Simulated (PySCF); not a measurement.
## BeGe from Hartree–Fock to correlated methods

State: ³Σ⁻ (triplet), unpaired electrons π ↑↑. Set-up: PySCF, spin-free X2C with a Gaussian nucleus, basis sets Be x2c-SVPall, Ge x2c-SVPall. De refers to Be + Ge in their high-spin ground configurations, without counterpoise correction. The functionals are run spin-unrestricted. A positive dipole means Be(−)Ge(+). Levels whose curve was spin-contaminated or gave no clean fit are not listed.

```tsv
Level	Re (Å)	ωe (cm⁻¹)	De (eV)	μ (D)	CPU s a point (SCF and correlation, without the integrals)
UHF	2.248	360	0.347	-2.82	0.099
UHF-MP2	2.175	548	0.97	n/a	0.15
UHF-SCS-MP2	2.194	500	0.76	n/a	n/a
UHF-CCSD	2.255	411	0.64	n/a	n/a
UHF-CCSD(T)	2.236	448	0.80	n/a	2.9
PBE	2.174	514	1.70	-1.43	0.61
M06-L	2.133	560	1.70	-1.89	4.1
PBE0	2.173	506	1.49	-1.70	0.88
B97-3	2.175	500	1.32	-1.84	0.54
```

Q: Which functional lies closest to UHF-CCSD(T) in De, which farthest, and by how much do they differ from it?

A: Closest is B97-3 (-6.1 pm in Re, +11.6 % in ωe, +0.52 eV in De against UHF-CCSD(T) in the same basis), farthest PBE (-6.2 pm in Re, +14.7 % in ωe, +0.90 eV in De). CCSD(T) converges more slowly with the basis than the functionals do and binds too weakly in this one, so the order can change at the basis-set limit.

Q: What does second-order correlation do here, going from UHF to UHF-MP2?

A: UHF-MP2 less UHF: -7.3 pm in Re, +52.2 % in ωe, +0.62 eV in De. Correlation nearly always deepens the well. The bond shortens, as in weak, metallic or heavy-atom bonds, where dispersion and the correlation of outer-core electrons pull the atoms together.

Q: What does the triples do here, going from UHF-CCSD to UHF-CCSD(T)?

A: UHF-CCSD(T) less UHF-CCSD: -1.9 pm in Re, +9.0 % in ωe, +0.16 eV in De. Correlation nearly always deepens the well. The bond shortens, as in weak, metallic or heavy-atom bonds, where dispersion and the correlation of outer-core electrons pull the atoms together.

Correlated steps freeze 9 core orbitals. Correlated levels converge slowly with the basis: in double zeta they bind strong bonds too weakly, by up to about 1 eV, and carry superposition errors of some tenths. Spin–orbit coupling is left out. The state is the lowest determinant that a PBE0 search found; another state may lie lower at other levels.

The whole job (state search and all levels along the bond) took about 2.8 min on 1 thread of Arm Neoverse V1 (shared host), peak memory 0.47 GiB.
